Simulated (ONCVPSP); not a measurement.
## Transferability test, ONCV potential for As (Z = 33)

arsenic (As), optimised norm-conserving Vanderbilt (ONCV), made with ONCVPSP 4.0.1 (PBEsol, scalar-relativistic). Core [Ar], reference 3d10 4s2 4p3. Waves: 4s: rc 1.75 bohr, ncon 3, nbas 8, qcut 4.6 1/bohr, 2 projectors, debl 1.4 Ha; 4p: rc 1.50 bohr, ncon 4, nbas 8, qcut 6.1 1/bohr, 2 projectors, debl 2.6 Ha; 3d: rc 1.25 bohr, ncon 4, nbas 9, qcut 10.7 1/bohr, 2 projectors, debl 3.6 Ha; f scattering state at 0.44 Ha: rc 1.85 bohr, ncon 5, nbas 10, qcut 5.7 1/bohr, 2 projectors, debl 0.3 Ha. Local part: polynomial inside 1.05 bohr (lpopt 2, dvloc0 3 Ha). Core correction: polynomial model core, fcfact 0.7.

Energies are relative to the spin-unpolarised reference configuration 3d10 4s2 4p3; without spin polarisation the order of configurations can differ from experiment.

Task: Give the all-electron excitation energy and the error of the potential for: 3d10 4s2 4p2; 3d10 4s2 4p1; 3d10 4s2 4p0; 3d9 4s2 4p3.

Result:

| valence configuration | charge | ΔE all-electron (eV) | error AE − PS (meV) |
| --- | --- | --- | --- |
| 3d10 4s2 4p2 | +1 | 9.158 | -1.2 |
| 3d10 4s2 4p1 | +2 | 27.100 | -3.8 |
| 3d10 4s2 4p0 | +3 | 54.823 | -9.1 |
| 3d9 4s2 4p3 | +1 | 50.829 | +107 |

Levels in the configuration 3d10 4s2 4p1:

```
level  all-electron (eV)  pseudo (eV)
   3d            -61.957      -61.827
   4s            -33.491      -33.491
   4p            -22.697      -22.697
```
